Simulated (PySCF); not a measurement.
**Spinor energies of Ru (ruthenium, neutral)**

Start: [Kr] 4d7 5s1; 4d3/2 filled at m_j = +1/2, +3/2; 4d5/2 filled at m_j = -3/2, -1/2, +1/2, +3/2, +5/2; 5s1/2 filled at m_j = +1/2. Calculated with PySCF 2.14 in x2c-SVPall-2c with one added diffuse shell each of s, p, d type (7s9p7d1f, 76 functions): generalised Hartree-Fock with the X2C-1e Hamiltonian and a Gaussian nucleus; one run each with spin-orbit coupling (SO) switched off, then screened by Boettger's factors. This is a chosen level, not necessarily the ground level.

```csv
spinor shell,electrons,"ε, spin-free (eV)","ε, screened SO (eV)",weight of nominal j (screened SO),"rms radius, screened SO (bohr)"
1s1/2,2,-22231.0,-22229.7,1.000,0.0384
2s1/2,2,-3274.8,-3274.4,1.000,0.158
2p1/2,2,-2927.0,-3017.7,1.000,0.137
2p3/2,4,-2927.0,-2884.6,1.000,0.142
3s1/2,2,-610.58,-610.44,1.000,0.428
3p1/2,2,-493.04,-508.98,1.000,0.425
3p3/2,4,-493.04,-485.48,1.000,0.436
3d3/2,4,-304.04,-306.83,0.992,0.417
3d5/2,6,-304.04,-302.00,0.995,0.420
4s1/2,2,-93.563,-93.509,1.000,1.09
4p1/2,2,-58.228,-62.554,0.823,1.21
4p3/2,4,-58.228,-56.083,0.912,1.22
4d5/2,5,-10.760,-11.479,0.553,1.82
4d3/2,2,-10.760,-8.966,0.640,1.87
5s1/2,1,-6.491,-6.487,0.999,3.83
```

| quantity | spin-free | screened SO |
| --- | --- | --- |
| E (hartree) | -4527.26813 | -4527.89289 |
| M_J | 5 | 5 |
| ⟨J²⟩ | 30.009 | 30.009 |
| ⟨L²⟩ | 12.006 | 12.090 |
| ⟨S²⟩ | 6.003 | 5.976 |

Each row is a mean over spinors that exchange with the open shell spreads, by up to 7.649 eV (4p3/2).

Rows whose weight is well below 1 are mixtures of j = l ± 1/2: exchange outweighs spin-orbit coupling there, and the label is only the starting occupation.

Breit and QED terms are absent; they matter most for the inner s and p1/2 levels.

Densities and radii are taken from the X2C orbitals without a picture-change correction, which distorts them close to the nucleus.

Without spin-orbit coupling the j labels of p, d and f shells carry no meaning; the spin-free column gives the mean over the occupied spinors of each nl shell.
